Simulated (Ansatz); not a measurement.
# Worked example: vertical energy of the triplet above the singlet of CSe (SMILES [C][Se])

CSe: 2 atoms, total charge 0, spin state singlet. As SMILES, `[C][Se]`. The shape comes from GFN2-xTB, which is rough for such elements, and wasn't checked as a minimum.

```jsonl
{"atom": "C", "x (Å)": "0.0000", "y (Å)": "0.0000", "z (Å)": "0.0000"}
{"atom": "Se", "x (Å)": "0.0000", "y (Å)": "0.0000", "z (Å)": "1.6543"}
```

Both states at this one shape; open shells run unrestricted unless said. 1 Eh = 27.2114 eV.

```
         level  program  singlet CSe (Eh)  triplet CSe (Eh)
 revPBE/STO-3G   Ansatz      -2412.183875      -2412.069812
   PBE0/STO-3G   Ansatz      -2412.135627      -2412.030509
wB97M-V/STO-3G   Ansatz      -2412.488789      -2412.371853
```

**Question.** Work out the vertical gap, second state less first, at each level.

**Answer.** 
1. revPBE/STO-3G: -2412.069812 − (-2412.183875) = 0.114063 Eh = 3.10 eV.
2. PBE0/STO-3G: -2412.030509 − (-2412.135627) = 0.105118 Eh = 2.86 eV.
3. wB97M-V/STO-3G: -2412.371853 − (-2412.488789) = 0.116936 Eh = 3.18 eV.

No measured value is set beside it here; the levels span 2.86 to 3.18 eV. Minimal sets are far from the basis-set limit. All-electron rows are non-relativistic unless named.
